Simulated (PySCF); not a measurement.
Cl₅Ta, singlet, at a GFN2-xTB geometry (such geometries of metal compounds can be far from the true shape) (core potentials on Ta). Base run: TPSS/def2-SVP (PySCF).

Here is a job for PySCF.
```python
from pyscf import gto, scf, dft

mol = gto.Mole()
mol.atom = '''
    Ta   -0.000000    0.000000    0.000000
    Cl    1.598611   -0.605869    1.553475
    Cl   -1.598611    0.605869   -1.553475
    Cl    0.280325    2.170207    0.557931
    Cl    1.250524   -0.913981   -1.643319
    Cl   -1.530849   -1.256226    1.085388
'''
mol.basis = 'def2-svp'
mol.ecp = {'Ta': 'def2-svp'}
mol.charge = 0
mol.spin = 0
mol.verbose = 4
mol.build()

mf = dft.RKS(mol)
mf.xc = 'tpss'
mf.kernel()
mf.analyze()
```

Variants of this job, named by their change:

```tsv
change	ΔE vs base (mEh)	fitting functions	outcome
base	0.000	-	converged
auxbasis = def2-universal-jkfit	-0.069	867	converged
auxbasis = cc-pvtz-ri	-	-	input refused
auxbasis = default (with mf = mf.density_fit())	-0.351	344	converged
auxbasis = even-tempered beta=2.0	-0.311	1042	converged
auxbasis = even-tempered beta=3.0	(withheld)	(withheld)	converged
auxbasis = autoaux	-0.047	1050	converged
auxbasis = cc-pvdz-jkfit	-	-	input refused
auxbasis = cc-pvqz-jkfit	-	-	input refused
auxbasis = def2-tzvp-ri	-	-	input refused
```

Q: What belongs in the gaps?

A: 
- auxbasis = even-tempered beta=3.0, ΔE vs base (mEh): -21.366
- auxbasis = even-tempered beta=3.0, fitting functions: 705

A fitting set is made for a task (jfit for Coulomb, jkfit for Coulomb and exchange, ri for correlation) and for a family of orbital bases.

- auxbasis = cc-pvtz-ri: ended with `pyscf.lib.exceptions.BasisNotFoundError: Basis set not found for Ta in cc-pvtz-ri`
- auxbasis = cc-pvdz-jkfit: ended with `pyscf.lib.exceptions.BasisNotFoundError: Basis set not found for Ta in cc-pvdz-jkfit`
- auxbasis = cc-pvqz-jkfit: ended with `pyscf.lib.exceptions.BasisNotFoundError: Basis set not found for Ta in cc-pvqz-jkfit`
